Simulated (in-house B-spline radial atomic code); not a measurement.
Configurations of C II (C+), with energies counted from [He] 2s2 (2p1/2)1. Method: Dirac-Hartree-Fock, average of each configuration as written, Fermi nucleus of rms radius 2.4702 fm. Calculated with a B-spline radial code for spherical atoms. Energies include first-order Breit, QED and recoil terms.

Occupations are held fixed; configurations that lie above the ionisation limit could autoionise.

```tsv
configuration	E - E(ref) (eV)	highest orbital	its <r> (bohr)
[He] 2s2 (4p3/2)1	20	4p3/2	9.645
[He] 2s2 (5f7/2)1	21.869	5f7/2	15.73
[He] 2s1 (2p1/2)1 (3d5/2)1	24.471	3d5/2	5.034
[He] 2s1 (2p1/2)1 (4f7/2)1	27.258	4f7/2	8.989
[He] 2s1 (2p3/2)1 (5g9/2)1	28.495	5g9/2	13.75
[He] 2s1 (2p1/2)1 (6f7/2)1	29.149	6f7/2	23.98
```

Q: Order these further configurations by energy, lowest first.
A. [He] 2s1 (2p1/2)1 (6g9/2)1
B. [He] 2s2 (6g9/2)1
C. [He] 2s2 (2p3/2)1
D. [He] 2s2 (5g7/2)1
E. [He] 2s1 (2p3/2)1 (5f5/2)1

A: C (0.0079976 eV), D (21.871 eV), B (22.536 eV), E (28.493 eV), A (29.15 eV).

Q: How far above the reference does [He] 2s1 (2p3/2)1 (4d3/2)1 lie?

A: 27.192 eV; its least bound orbital is 4d3/2 with <r> = 10.18 bohr.

Q: How far above the reference does [He] 2s2 (4d3/2)1 lie?

A: 20.56 eV; its least bound orbital is 4d3/2 with <r> = 10.15 bohr.
